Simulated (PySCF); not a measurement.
Sn(F)(NH2), SMILES [NH2][Sn][F] (H2FNSn), CAM-B3LYP/def2-SVP optimised geometry.

```
5

Sn    -0.53    -1.30     0.00
F      1.42    -1.30     0.00
N     -0.59     0.72     0.00
H      0.26     1.27     0.00
H     -1.42     1.30     0.00
```

Density from PySCF 2.14.0 with CAM-B3LYP/def2-TZVP, def2 effective core potentials past Kr at that geometry. The core electrons that the potentials of Sn replace are not part of the density.

Minimum of the electron density along straight lines between bonded atoms, close to the bond critical point (lines longer than 1.1 times the sum of covalent radii, or with two minima, are not listed):

```json
[
 {"bond": "Sn1–F2", "length / Å": "1.959", "ρ at the minimum / e bohr⁻³": "0.110", "∇²ρ there / e bohr⁻⁵": "0.54", "position (fraction from the first atom)": "0.52"},
 {"bond": "Sn1–N3", "length / Å": "2.016", "ρ at the minimum / e bohr⁻³": "0.116", "∇²ρ there / e bohr⁻⁵": "0.39", "position (fraction from the first atom)": "0.51"},
 {"bond": "N3–H4", "length / Å": "1.018", "ρ at the minimum / e bohr⁻³": "0.328", "∇²ρ there / e bohr⁻⁵": "-1.59", "position (fraction from the first atom)": "0.74"},
 {"bond": "N3–H5", "length / Å": "1.016", "ρ at the minimum / e bohr⁻³": "0.330", "∇²ρ there / e bohr⁻⁵": "-1.59", "position (fraction from the first atom)": "0.74"}
]
```
